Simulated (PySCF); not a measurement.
C3H6FNSi, SMILES F[SiH2]N1C=CC1.

Geometry optimised at B3LYP-D3(BJ)/def2-SVP. This is a generated structure with no PubChem entry under its InChIKey; it may be hypothetical. Other conformers were not sampled.

Computed with PBE/def2-TZVP (PySCF).

The molecule is in vacuum.

```
Quantity                                                                                                        Value
---------------------------------------------------------------------------------------------  ----------------------
total energy                                                                                       -561.68663 hartree
highest occupied level                                                                                       -5.23 eV
lowest empty level                                                                                           -0.72 eV
orbital gap                                                                                                   4.50 eV
dipole moment                                                                                                  1.60 D
quadrupole, principal values (traceless, Buckingham form, about the centre of nuclear charge)   -7.37, 1.84, 5.52 D·Å
mean static polarisability                                                                      68.4 bohr³ (10.14 Å³)
polarisability, principal values                                                               50.4, 66.5, 88.4 bohr³
```
